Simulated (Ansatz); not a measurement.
Reaction (silylene formation by 1,1-elimination): `C=C[Si](N)(F)Cl` → `C=CF` + `N[Si]Cl`

Calculated with Ansatz (gas phase, PBE0-D4/def2-TZVP geometries, no zero-point term in ΔE). CCSD(T)/CBS adds triple-zeta CCSD(T) − MP2 to the extrapolated MP2 energy (def2 sets, frozen cores). This one scheme is used for every species. DFT in def2-TZVPP. HSE06 is defined as in plane-wave codes. Each species was taken in one conformer, which may not be the lowest.

CCSD(T)/CBS gives +3.74 eV.

**Question.** Another level gave +3.69 eV. Which?
A. HSE06-D4/def2-TZVPP
B. ωB97X-V/def2-TZVPP
C. ωB97M-V/def2-TZVPP
D. BLYP-D4/def2-TZVPP

**Answer.** B. ωB97X-V 3.69, ωB97M-V 3.56, HSE06-D4 3.61, BLYP-D4 3.30 eV.

**Question.** What do rigid-rotor, harmonic-oscillator terms from PBE0-D4/def2-TZVP frequencies (298.15 K, 1 bar) make of the CCSD(T)/CBS value? (An estimate is asked.)

**Answer.** Computed: ΔZPE = -0.06 eV, ΔH = +3.69 eV, ΔS = 164 J/(mol·K), ΔG = +3.18 eV.

Largest T1 diagnostic among the species: 0.013.

From BLYP to BHLYP (50 % exact exchange), in def2-TZVPP and without D4, ΔE moves by +0.59 eV. The D4 term adds +0.21 eV with B3LYP and +0.11 eV with PBE0; it sums over pairs of atoms, weighted by their polarisabilities, and B3LYP, whose exchange is more repulsive, gets the larger term.

CCSD(T)/CBS has its own doubt, a few kJ/mol and more with outer-core shells, so smaller differences from it don't rank the levels.

B3LYP here is the variant with VWN-RPA as its local correlation; programs differ in this.
